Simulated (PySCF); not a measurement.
**Bond curve of CrS**

Set-up: Cr def2-TZVPP, S def2-TZVPP; no relativity (PySCF 2.14). Energies in eV from Cr (3d5 4s1) + S in their ground configurations at the same level. All curves are PBE0. state 1: Ms = 2 determinant of mixed spin (⟨S²⟩ near 6.6), unpaired electrons σ ↑, π ↑, δ ↑↑; state 2: ⁷Π (septet), unpaired electrons σ ↑, π ↑↑↑, δ ↑↑, a second solution, started from another occupation; state 3: ⁵Σ⁺ (quintet), unpaired electrons π ↑↑, δ ↑↑, a second solution, started from another occupation; state 4: Ms = 2 determinant of mixed spin (⟨S²⟩ near 6.9), unpaired electrons σ ↑↑, δ ↑↑, a second solution, started from another occupation.

| R (Å) | state 1 | state 2 | state 3 | state 4 |
| --- | --- | --- | --- | --- |
| 1.832 | -2.132 | -0.116 | -1.255 | -0.654 |
| 1.917 | -2.620 | -1.037 | -1.816 | -1.197 |
| 2.002 | -2.872 | -1.652 | -2.099 | -1.501 |
| 2.066 | -2.955 | -1.960 | -2.175 | -1.617 |
| 2.130 | -2.973 | -2.167 | -2.166 | -1.662 |
| 2.194 | -2.945 | -2.293 | -2.093 | -1.655 |
| 2.279 | -2.858 | -2.366 | -1.930 | -1.589 |
| 2.386 | -2.698 | -2.347 | -1.669 | -1.450 |
| 2.513 | -2.466 | -2.220 | -1.333 | -1.245 |
| 2.684 | -2.128 | -1.956 | -0.912 | -0.964 |

Put a parabola through the three lowest points of the state 1 curve and estimate Re, k and ωe (reduced mass 19.79 u; 1 eV/Å² = 0.16022 mdyn/Å; ωe = 1302.8·√(k/μ) cm⁻¹).

Through R = 2.066, 2.13, 2.194 Å the second-order coefficient is 5.62 eV/Å², so Re ≈ 2.123 Å, k ≈ 1.80 mdyn/Å and ωe ≈ 393 cm⁻¹. A polynomial fit of higher order to the unrounded PBE0 energies gives Re = 2.120 Å, k = 1.90 mdyn/Å, ωe = 404 cm⁻¹; anharmonicity and rounding make the difference.

The higher-order fit for each curve: state 1: Re = 2.120 Å, ωe = 404 cm⁻¹, De = 2.97 eV; state 2: Re = 2.311 Å, ωe = 364 cm⁻¹, minimum 2.37 eV below the ground-state fragments; state 3: Re = 2.089 Å, ωe = 509 cm⁻¹, minimum 2.18 eV below the ground-state fragments; state 4: Re = 2.151 Å, ωe = 396 cm⁻¹, minimum 1.66 eV below the ground-state fragments.

The metal atom is held in its measured ground configuration; semilocal functionals can put another filling of s and d lower by some tenths of an eV, and De to that atom would be smaller. ⟨S²⟩ of the unrestricted solution departs from its pure value on part of the curve, where spin states mix. The state is the lowest single determinant that the PBE0 search found; with open d or f shells the true ground state can be another one.
